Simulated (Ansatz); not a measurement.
Calculated with Ansatz (gas phase, PBE0-D4/def2-TZVP geometries, no zero-point term in ΔE). CBS: MP2 limit from def2 TZ/QZ plus the TZ coupled-cluster correction, frozen cores. This one scheme is used for every species. For Ge, Se outer-core shells are correlated without core-valence functions, which leaves a few kJ/mol of doubt a bond. Scalar relativity is left out up to krypton. Each species was taken in one conformer, which may not be the lowest.

Reaction (ligand exchange at the Se–Ge bond): `[CH3][GeH2][Se]C` + PH₃ → `C[Se]P` + `[CH3][GeH3]`

| species | MP2/def2-TZVPP energy (Eh) |
| --- | --- |
| `[CH3][GeH2][Se]C` | -4556.55946 |
| PH₃ | -342.65419 |
| `C[Se]P` | -2782.00346 |
| `[CH3][GeH3]` | -2117.19269 |

(1) Work out ΔE.

Largest T1 diagnostic among the species: 0.013.

Answers

(1) ΔE = (-2782.00346) + (-2117.19269) − (-4556.55946) − (-342.65419) = 0.01750 Eh = +45.9 kJ/mol. CCSD(T)/CBS gives +41.5 kJ/mol.

The D4 term adds +3.4 kJ/mol with B3LYP and +2.3 kJ/mol with PBE0; it sums over pairs of atoms, weighted by their polarisabilities, and B3LYP, whose exchange is more repulsive, gets the larger term. From BLYP to BHLYP (50 % exact exchange), in def2-TZVPP and without D4, ΔE moves by +5.4 kJ/mol.

B3LYP here is the variant with VWN-RPA as its local correlation; programs differ in this.
